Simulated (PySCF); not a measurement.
InI, SMILES [In][I] (connectivity only; charge and spin as stated), neutral, multiplicity 1. The structure is a stationary point at r2SCAN-D4/def2-TZVP. The def2 effective core potentials stand for the cores of I, In; spin–orbit coupling is left out.

Calculation: r2SCAN-D4/def2-TZVP run with PySCF.

Harmonic wavenumbers (cm⁻¹): 176. Rotational constants (GHz): 1.095 (linear); symmetry number 1.

Work out the zero-point energy and the ideal-gas rigid-rotor harmonic-oscillator thermochemistry at 298.15 K and 1 atm.

ZPE = ½ Σ hcν = ½ × 176 cm⁻¹ = 1.05 kJ/mol. H − E(el) = 11.30 kJ/mol. Entropy in J/(mol K): translation 177.19, rotation 80.18, vibration 9.94, total 267.31. G − E(el) = -68.40 kJ/mol. Cp = 36.94 J/(mol K).
